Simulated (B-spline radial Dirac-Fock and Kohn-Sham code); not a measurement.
Two-hole binding energies of Cr⁴⁺

System: chromium as Cr⁴⁺ in the configuration [Ar] 3d2, inside a Watson sphere of charge -4 and radius 1.8 Å (a model of the Madelung potential; inside it an electron's potential energy is raised by 32.0 eV).

Method: Dirac-Fock energy differences between relaxed states, corrected for Breit and QED terms. Computed with a radial finite-basis atomic code. U is the two-hole binding energy less the two single-hole energies, the effective repulsion of the holes after relaxation. Each two-hole energy is an average over J within one jj subconfiguration.

| holes | E(a) (eV) | E(b) (eV) | E(ab) (eV) | U (eV) |
| --- | --- | --- | --- | --- |
| 1s⁻¹ 2p1/2⁻¹ | 6033.1 | 629.8 | 6757.4 | 94.5 |
| 1s⁻¹ 2p3/2⁻¹ | 6033.1 | 621.4 | 6747.4 | 92.9 |
| 1s⁻¹ 3p1/2⁻¹ | 6033.1 | 82.82 | 6146.7 | 30.8 |
| 1s⁻¹ 3p3/2⁻¹ | 6033.1 | 81.71 | 6145.3 | 30.5 |
| 2s⁻² | 744.4 | 744.4 | 1551.2 | 62.5 |
| 2s⁻¹ 2p3/2⁻¹ | 744.4 | 621.4 | 1422.8 | 57.1 |
| 2p1/2⁻² | 629.8 | 629.8 | ? | ? |
| 2p1/2⁻¹ 2p3/2⁻¹ | 629.8 | 621.4 | 1318.4 | 67.2 |
| 2p3/2⁻² | 621.4 | 621.4 | 1311.1 | 68.4 |
| 2p1/2⁻¹ 3s⁻¹ | 629.8 | 118.2 | 777.0 | 29.0 |
| 2p3/2⁻¹ 3s⁻¹ | 621.4 | 118.2 | 768.5 | 28.9 |
| 2p3/2⁻¹ 3p1/2⁻¹ | 621.4 | 82.82 | 732.9 | 28.7 |
| 3p1/2⁻² | 82.82 | 82.82 | 189.7 | 24.0 |
| 3p3/2⁻² | 81.71 | 81.71 | 186.4 | 22.9 |

Task: Give the missing two-hole energy and U.

Result: E(ab) = 1331.9 eV and U = 72.3 eV.
